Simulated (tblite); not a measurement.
C4H12O2Si2.
Geometry (GFN2-xTB, Å), atoms numbered from 1 in this order:
```xyz
20
C4H12O2Si2 angstrom
C     -2.6876    0.5909    0.8930
C     -2.0588   -0.7454    0.5177
C     -0.6951   -0.5770   -0.1040
O     -0.2630    0.4761   -0.4960
C      0.1304   -1.8430   -0.2227
O      1.2895   -1.6783   -0.9398
Si     2.0453   -0.3125   -1.4551
Si     2.6324    1.1500    0.2200
H     -2.7536    1.2315    0.0178
H     -2.0807    1.0977    1.6385
H     -3.6857    0.4412    1.2955
H     -2.6857   -1.2602   -0.2165
H     -1.9751   -1.4004    1.3874
H     -0.4784   -2.6266   -0.6953
H      0.3693   -2.1799    0.7989
H      3.1833   -1.0570   -2.0122
H      1.3347    0.2911   -2.5899
H      4.0840    1.3658    0.2880
H      2.2554    0.6799    1.5671
H      2.0345    2.4823    0.1046
```

Computed values, GFN2-xTB/tblite, gas phase, harmonic and unscaled. This tight-binding method is rough: wavenumbers can miss measured ones by several per cent, in bad cases by 10 to 20. Modes of hydrogen on silicon can be 10 to 20 % off. One conformer, not necessarily the lowest.

Harmonic wavenumbers (cm⁻¹): 29.1, 37.6, 57.1, 74.4, 105.5, 123.7, 173.1, 182.3, 240.5, 326.4, 416.8, 434.0, 447.0, 452.1, 482.5, 504.6, 646.8, 674.2, 721.5, 754.0, 757.0, 813.9, 821.7, 827.9, 852.3, 870.0, 905.7, 1023.1, 1058.7, 1064.9, 1119.7, 1186.9, 1194.6, 1228.3, 1295.7, 1314.9, 1409.9, 1432.1, 1438.9, 1486.8, 1494.8, 1769.4, 2144.3, 2162.5, 2201.3, 2205.2, 2241.8, 2839.9, 2887.8, 2952.4, 2981.8, 3049.8, 3052.2, 3058.2.

A = 2177, B = 857.9, C = 687.1 MHz; mass 148.038 u (most abundant isotopes); point group C1, symmetry number 1.

What is the zero-point energy?

Half the sum of the wavenumbers: 32014 cm⁻¹ = 382.97 kJ/mol.

What is S at 400 K and 1 bar for an ideal gas of classical rigid rotors and harmonic oscillators?

Translation 177.29, rotation 128.79, vibration 226.75: S = 532.8 J/(mol K).

And Cp and H(400 K) − H(0)?

Cp = 231.84 J/(mol K), of which vibrations give 198.58 (their classical limit is 54 R = 449.0); H(400 K) − H(0) = 56.50 kJ/mol without the zero-point energy, 43.19 from vibrations.

Blend soft modes into free rotors: weight 1/[1 + (100 cm⁻¹/ν̃)⁴] for the oscillator and the rest for a rotor with moment μB/(μ + B), μ = h/(8π²ν), B = 10⁻⁴⁴ kg m². What vibrational entropy results?

198.65 J/(mol K) in place of 226.75, which changes −T·S at 400 K by +11.24 kJ/mol.

Which modes carry the vibrational entropy at 400 K?

29.1 cm⁻¹: 27.08; 37.6 cm⁻¹: 24.96; 57.1 cm⁻¹: 21.49; 74.4 cm⁻¹: 19.30; 105.5 cm⁻¹: 16.42; 123.7 cm⁻¹: 15.12 J/(mol K); the other 48 give 102.39 together.

What must be added to the electronic energy to get the Gibbs energy at 400 K and 1 bar?

ZPE + [H(400 K) − H(0)] − T·S = 382.97 + 56.50 − 213.13 = 226.34 kJ/mol.

How do the functions run with temperature in this model?

```json
{"T (K)": "50", "S (J/(mol K))": "267.0", "Cp (J/(mol K))": "71.4", "H − H(0) (kJ/mol)": "2.58", "G − H(0) (kJ/mol)": "-10.77", "ln q(vib)": "1.41"}
{"T (K)": "100", "S (J/(mol K))": "324.7", "Cp (J/(mol K))": "96.6", "H − H(0) (kJ/mol)": "6.82", "G − H(0) (kJ/mol)": "-25.66", "ln q(vib)": "3.59"}
{"T (K)": "298.15", "S (J/(mol K))": "471.2", "Cp (J/(mol K))": "188.7", "H − H(0) (kJ/mol)": "35.02", "G − H(0) (kJ/mol)": "-105.46", "ln q(vib)": "10.91"}
{"T (K)": "373.15", "S (J/(mol K))": "517.1", "Cp (J/(mol K))": "221.1", "H − H(0) (kJ/mol)": "50.41", "G − H(0) (kJ/mol)": "-142.54", "ln q(vib)": "13.41"}
{"T (K)": "500", "S (J/(mol K))": "588.5", "Cp (J/(mol K))": "267.4", "H − H(0) (kJ/mol)": "81.51", "G − H(0) (kJ/mol)": "-212.74", "ln q(vib)": "17.47"}
{"T (K)": "750", "S (J/(mol K))": "710.2", "Cp (J/(mol K))": "332.3", "H − H(0) (kJ/mol)": "157.07", "G − H(0) (kJ/mol)": "-375.55", "ln q(vib)": "24.90"}
{"T (K)": "1000", "S (J/(mol K))": "812.0", "Cp (J/(mol K))": "374.6", "H − H(0) (kJ/mol)": "245.78", "G − H(0) (kJ/mol)": "-566.17", "ln q(vib)": "31.62"}
```

q(vib) and H(0) count from the zero-point level.

Hindered rotation and anharmonicity are outside this model. Other conformers, if any are populated, would add a mixing term that is left out. The structure is chiral; the term R ln 2 for an equal mix with its mirror image is left out.
